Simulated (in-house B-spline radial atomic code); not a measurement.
A calculation on neutral sulfur: its settings, and results tabulated from the run. Level of theory: non-relativistic PBE0, spin-polarised, spherical fractional occupations, point nucleus, inside a hard spherical wall at 2.2 bohr; calculated with a radial B-spline atomic code at the basis-set limit.

Command:
```bash
python run_scf.py task.json out
```
Settings:
```
Z                16
configuration    [Ne] 3s2 3p3 3d1
hamiltonian      nr
method           pbe0
spin_polarised   True
wall_radius      2.2
```

Output (hartree, bohr):
```
 radial grid: 36 intervals, B-splines of order 8, outer radius 2.2 bohr

 iter        energy (Eh)    residual
    1        -392.343286    2.32e-01
    2        -392.509234    2.86e-02
    3        -392.516350    9.69e-03
    4        -392.517113    3.36e-03
    5        -392.517201    9.56e-04
    6        -392.517211    6.81e-05
    7        -392.517211    2.29e-06
    8        -392.517211    6.06e-08

 total energy                      -392.51721
 kinetic                             412.6525
 electron-nucleus                   -974.4897
 Hartree                             196.4148
 exact exchange                       -6.5862
 exchange-correlation                -20.5086

 orbital      occ     eigenvalue          <r>       <r^2>       <1/r>       <r^4>     <1/r^3>       r_max
 1s up      1.000       -87.4482    0.0973154   0.0127337      15.553 0.000418507           -     0.06374
 1s down    1.000       -87.4001    0.0972691   0.0127204     15.5586 0.000417538           -     0.06373
 2s up      1.000        -6.6560     0.486074    0.282222     3.01967    0.147254           -      0.3911
 2s down    1.000        -6.5980     0.484789    0.280033     3.02061    0.143272           -      0.3917
 2p up      3.000        -4.5807     0.451352    0.256251     2.91438    0.144855     78.1386      0.3287
 2p down    3.000        -4.4955     0.451158    0.255277     2.91008    0.141924      77.718      0.3301
 3s up      1.000         0.5082      1.25429     1.72664      1.0936     3.78513           -       1.288
 3s down    1.000         0.8166      1.25437     1.72698     1.09174     3.79107           -       1.286
 3p up      3.000         1.1020      1.25637     1.74665      1.0706     3.90316     15.0611       1.318
 3d up      1.000         1.9732      1.25659     1.70524    0.883228     3.70126     1.15182       1.291
```

Run time, properties included: 0.08 s on 1 thread of Arm Neoverse V1, on a shared host.

Caution: exact exchange at fractional occupations of open shells leaves self-interaction of up to several eV.
